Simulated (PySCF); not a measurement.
PySCF 2.14 output of an unrestricted r2SCAN calculation on a single atom or ion in x2c-QZVPPall with one added diffuse shell each of s, p, d, f type (8s5p4d3f1g, 73 functions), with scalar relativity by spin-free X2C-1e:

```
SCF conv_tol = 1e-09
number electrons alpha = 5  beta = 1
    J. W. Furness, A. D. Kaplan, J. Ning, J. P. Perdew, and J. Sun.,  J. Phys. Chem. Lett. 11, 8208-8215 (2020)
    J. W. Furness, A. D. Kaplan, J. Ning, J. P. Perdew, and J. Sun.,  J. Phys. Chem. Lett. 11, 9248-9248 (2020)
    J. W. Furness, A. D. Kaplan, J. Ning, J. P. Perdew, and J. Sun.,  J. Phys. Chem. Lett. 11, 8208-8215 (2020)
    J. W. Furness, A. D. Kaplan, J. Ning, J. P. Perdew, and J. Sun.,  J. Phys. Chem. Lett. 11, 9248-9248 (2020)
cycle= 1 E= -71.7967490571084  delta_E= -0.00287  |g|= 0.00815  |ddm|= 0.0938
cycle= 2 E= -71.7967963123753  delta_E= -4.73e-05  |g|= 0.0012  |ddm|= 0.0203
cycle= 3 E= -71.7967998091775  delta_E= -3.5e-06  |g|= 0.000245  |ddm|= 0.00506
cycle= 4 E= -71.7967999782928  delta_E= -1.69e-07  |g|= 1.34e-05  |ddm|= 0.00122
cycle= 5 E= -71.7967999785874  delta_E= -2.95e-10  |g|= 1.52e-06  |ddm|= 7.23e-05
converged SCF energy = -71.7967999785874  <S^2> = 6.0000141  2S+1 = 5.0000057
```

The run itself started from symmetry-adapted Hartree-Fock orbitals and held the occupation by maximum overlap, on a logarithmic radial grid, so the iterations belong to that start.

Q: Which element, charge and spin multiplicity is this?

A: O²⁺ (oxygen, charge +2), multiplicity 5; the state was [He] 2s1 2p2 3s1, high-spin 5P determinant (an excited configuration).

The outer electron is Rydberg-like, and this basis confines it to a smaller radius and binds it less than a complete one would.
